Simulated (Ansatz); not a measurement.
This Ansatz (a quantum-chemistry and plane-wave program) input (PBE0/6-311G**) gives -0.50104 Eh with 6 basis functions. A basis named .json is the Basis Set Exchange file of that set (core-valence sets with the plain set on hydrogen).

Ansatz 0.2 input:
```yaml
crystal:
  periodic: [false, false, false]
  atoms:
    - {symbol: H, position_ang: [0.00000000, 0.00000000, 0.00000000]}
basis:
  gaussian:
    orbitals: 6-311G__.json
hamiltonian:
  xc: {name: PBE0}
magnetization: {spin_polarized: true, initial_magnetization: 1}
scf: {lower_state_search: full}
```

Change:
```diff
- orbitals: 6-311G__.json
+ orbitals: aug-pcseg-1.json
```

### Question
What does the run give now?

### Answer
-0.50044 Eh (PBE0/aug-pcseg-1, 9 functions), a change of +0.60 mEh.
